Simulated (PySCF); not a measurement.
Ge(Cl)(Br), BrClGe, SMILES [Cl][Ge][Br], B3LYP/def2-SVP optimised geometry.

```
3

Ge    -0.86    -1.16     0.00
Cl     1.35    -1.16     0.00
Br    -1.35     1.16     0.00
```

Density from PySCF with B3LYP/def2-TZVP at that geometry.

Minimum of the electron density along straight lines between bonded atoms, close to the bond critical point (lines longer than 1.1 times the sum of covalent radii, or with two minima, are not listed):

```json
[
 {"bond": "Ge1–Cl2", "length / Å": "2.211", "ρ at the minimum / e bohr⁻³": "…", "∇²ρ there / e bohr⁻⁵": "0.13", "position (fraction from the first atom)": "0.44"},
 {"bond": "Ge1–Br3", "length / Å": "2.372", "ρ at the minimum / e bohr⁻³": "…", "∇²ρ there / e bohr⁻⁵": "…", "position (fraction from the first atom)": "0.43"}
]
```

Question: What belongs in the gaps?

Answer: 
- Ge1–Cl2, ρ at the minimum / e bohr⁻³: 0.094
- Ge1–Br3, ρ at the minimum / e bohr⁻³: 0.082
- Ge1–Br3, ∇²ρ there / e bohr⁻⁵: 0.05
